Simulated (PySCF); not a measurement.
**Ionisation energy of Dy(53+) by level of theory**

Dy(53+) [Ne] 3s2 3p1 (2P) → Dy(54+) [Ne] 3s2 (1S), as a difference of total energies. Calculation: PySCF 2.14, in an even-tempered Gaussian basis (16 s from 12 bohr⁻², ratio 2.5; 10 p from 16 bohr⁻², ratio 2.5; 4 d from 62 bohr⁻², ratio 2.7; 4 f from 93 bohr⁻², ratio 2.7); the non-relativistic Hamiltonian (point nucleus). Correlated levels: outer shells: 1s2 frozen; virtual orbitals above 40 to 60 times the deepest correlated orbital energy dropped. The calculations carry no spin-orbit coupling.

```tsv
method	ionisation energy (eV)
UHF	4790.4
MP2 (outer shells)	4790.5
SCS-MP2 (outer shells)	4790.2
CCSD (outer shells)	4790.1
CCSD(T) (outer shells)	4790.1
```

A first-order spin-orbit estimate (lowest level to lowest level, LS coupling) adds 98.869 eV.

The gap to the reference is mostly relativistic.

First order in ζ underestimates the shift of j = l − 1/2 levels at high Z.

For comparison: 5066 ± 5 eV (theoretical estimate listed by NIST; NIST Atomic Spectra Database, ionization energies).
